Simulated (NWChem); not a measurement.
System: CH₃ClMg; SMILES [CH3][Mg][Cl]

Input file for NWChem:

```
start job
memory heap 200 mb stack 900 mb global 1100 mb
geometry units angstroms noautoz
  Mg    -0.062736    -0.291924     0.000140
  Cl     0.366935     1.890143    -0.000367
  C     -0.466010    -2.341737     0.000614
  H      0.172310    -2.879989    -0.731324
  H     -1.524296    -2.546779    -0.265679
  H     -0.280052    -2.790948     0.998863
end
basis spherical
  * library def2-svp
end
dft
  xc xpbe96 cpbe96
  iterations 150
  mulliken
end
task dft energy
```

Parts of the log:

```
             Northwest Computational Chemistry Package (NWChem) 7.3.0
             --------------------------------------------------------

 C3  symmetry detected

                             Geometry "geometry" -> ""
                             -------------------------

 Output coordinates in angstroms (scale by  1.889725989 to convert to a.u.)

  No.       Tag          Charge          X              Y              Z
 ---- ---------------- ---------- -------------- -------------- --------------
    1 Mg                  12.0000    -0.00000000    -0.00000000     0.46816462
    2 Cl                  17.0000     0.00000000     0.00000000    -1.75580341
    3 C                    6.0000     0.00000000     0.00000000     2.55727052
    4 H                    1.0000     1.02206103     0.15555674     2.96235314
    5 H                    1.0000    -0.37631443    -0.96290919     2.96235314
    6 H                    1.0000    -0.64574660     0.80735245     2.96235314

 Effective nuclear repulsion energy (a.u.)     101.4010164390

      Symmetry information
      --------------------

 Group name             C3
 Group number              5
 Group order               3
 No. of unique centers     4

  pbe96 is a nonlocal functional; adding pw91lda local functional.

                                 NWChem DFT Module
                                 -----------------

 Summary of "ao basis" -> "ao basis" (spherical)
 ------------------------------------------------------------------------------
       Tag                 Description            Shells   Functions and Types
 ---------------- ------------------------------  ------  ---------------------
 Mg                         def2-svp                 8       18   4s3p1d
 Cl                         def2-svp                 8       18   4s3p1d
 C                          def2-svp                 6       14   3s2p1d
 H                          def2-svp                 3        5   2s1p

      Symmetry analysis of basis
      --------------------------

        a          27
        e+         19
        e-         19

  Rotation of axis

            General Information
            -------------------
          SCF calculation type: DFT
          Wavefunction type:  closed shell.
          No. of atoms     :     6
          No. of electrons :    38
           Alpha electrons :    19
            Beta electrons :    19
          Charge           :     0
          Spin multiplicity:     1
          Use of symmetry is: on ; symmetry adaption is: on
          Maximum number of iterations: 150
          AO basis - number of functions:    65
                     number of shells:    31
          Convergence on energy requested:  1.00D-06
          Convergence on density requested:  1.00D-05
          Convergence on gradient requested:  5.00D-04

              XC Information
              --------------
          PerdewBurkeErnzerhof Exchange Functional  1.000
            Perdew 1991 LDA Correlation Functional  1.000 local
           PerdewBurkeErnz. Correlation Functional  1.000 non-local

             Grid Information
             ----------------
          Grid used for XC integration:  medium
          Radial quadrature: Mura-Knowles
          Angular quadrature: Lebedev.
          Tag              B.-S. Rad. Rad. Pts. Rad. Cut. Ang. Pts.
          ---              ---------- --------- --------- ---------
          Mg                  1.50       88           9.0       590
          Cl                  1.00       88          12.0       590
          C                   0.70       49          10.0       434
          H                   0.35       45          11.0       434
          Grid pruning is: on
          Number of quadrature shells:   270
          Spatial weights used:  Erf1

      Superposition of Atomic Density Guess
      -------------------------------------

 Sum of atomic energies:        -697.98097746

      Non-variational initial energy
      ------------------------------

 Total energy =    -698.645126
 1-e energy   =   -1167.476733
 2-e energy   =     367.430590
 HOMO         =      -0.342880
 LUMO         =      -0.059224

      Symmetry analysis of molecular orbitals - initial
      -------------------------------------------------

  Numbering of irreducible representations:

     1 a           2 e+          3 e-

  Orbital symmetries:

     1 a           2 a           3 a           4 a           5 a
     6 e+          7 e+          8 a           9 a          10 e+
    11 e+         12 a          13 a          14 e+         15 e+
    16 a          17 e+         18 e+         19 a          20 a
    21 e+         22 e+         23 a          24 a          25 e+
    26 e+         27 a          28 e+         29 e+

     ---------------------------------------------
      Total Density - Mulliken Population Analysis
     ---------------------------------------------

    Atom       Charge   Shell Charges
 -----------   ------   -------------------------------------------------------
    1 Mg  12    10.98   2.00  1.99  0.56  0.08  5.99  0.16  0.08  0.13
    2 Cl  17    17.63   2.00  1.99  1.23  0.71  5.94  2.22  3.52  0.00
    3 C    6     6.80   1.99  0.96  0.34  2.09  1.40  0.01
    4 H    1     0.86   0.66  0.18  0.03
    5 H    1     0.86   0.66  0.18  0.03
    6 H    1     0.86   0.66  0.18  0.03

[...]
```

Level: PBE/def2-SVP. Coordinates come from a PBE-D3(BJ)/def2-SVP optimisation.
